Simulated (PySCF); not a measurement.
## Identify the compound

Molecular formula: C$_{5}$H$_{9}$NO$_{2}$. Simulated spectra:

1H NMR (300 MHz, computed): δ 9.81 (d, 1H), 6.18 (br, 1H), 3.06 (d, 3H), 2.93 (m, 1H), 1.52 (d, 3H).

13C{1H} NMR (computed): δ 214.3, 166.0, 55.5, 27.3, 12.1.

Method: coordinates at the GFN2-xTB level, PBE0/pcSseg-1 with gauge-including orbitals, in PySCF (one conformer, rapidly exchanging positions averaged, non-relativistic, no solvent).

Shifts are taken against calculated references (same method and geometry level): 1H (σref 31.72), 13C (σref 186.93) vs TMS.

Q: Which of these isomers gave the spectra?
A. COC/C=N/C(C)=O
B. CNC(=O)/C=C\CO
C. C=C(CO)C(=O)NC
D. COC/C=N\C(C)=O
E. CNC(=O)[C@@H](C)C=O

A: E. 

1. Rings plus π bonds: 2 (no ring in the answer).
2. 5 carbon signals for 5 carbons: no two carbons are equivalent.
3. Carbon types of the structure: 1 × C, 2 × CH, 2 × CH3, leaving 1 H on heteroatoms.
4. δC 214.3: aldehyde carbonyl carbon; low-lying n→π* states of the double bond to the heteroatom give a large paramagnetic term (-277 ppm).
5. δC 166.0: amide carbonyl carbon; lone-pair donation from the attached heteroatom keeps it upfield of a ketone carbonyl.
6. δC 55.5: sp3 CH α to a carbonyl; α to the electron-withdrawing carbonyl group.
7. δH 9.81: hydrogen on an aldehyde carbonyl carbon; the C=O anisotropy and electron withdrawal place aldehyde protons far downfield.
8. δH 3.06: hydrogen on a methyl carbon bonded to N; its carbon carries N, an electronegative neighbour.

The others: CNC(=O)/C=C\CO has carbons computed at 168.7, 163.6, 128.9, 64.4, 26.6, with a different DEPT pattern; COC/C=N/C(C)=O has carbons computed at 179.9, 164.3, 80.1, 60.8, 27.5, with a different DEPT pattern; C=C(CO)C(=O)NC has carbons computed at 168.6, 148.2, 134.4, 70.1, 25.7, with a different DEPT pattern; COC/C=N\C(C)=O has carbons computed at 182.0, 156.4, 79.1, 63.4, 26.6, with a different DEPT pattern.

The OH or NH signal is concentration- and solvent-dependent in practice; the value given is the gas-phase one. Amide-type NH protons are broadened by 14N but still split neighbouring CH signals. Shifts are as computed. Against solution values, carbons near 30 ppm lie about +3 ppm off and those near 130 ppm about +5 ppm (rms about the fit 2.1 ppm; single classes can miss by 10 ppm). Of 1328 compounds with measured shifts, 309 miss one by over three times the rms of a fit or turn the order of signals round; such compounds aren't used in these exercises. Signals without a measured value on file couldn't be tested in this way; 1H shifts scatter by 0.2 ppm about their fit, and single ones miss by 0.5 ppm. The C=O carbon of an acid or of an amide with N–H lies up to 10 ppm further downfield in solution, through hydrogen bonding that the calculation lacks. Multiplicities follow the n + 1 count of equivalent neighbours, as no J values were calculated; m marks all less simple cases, F and P coupling included.
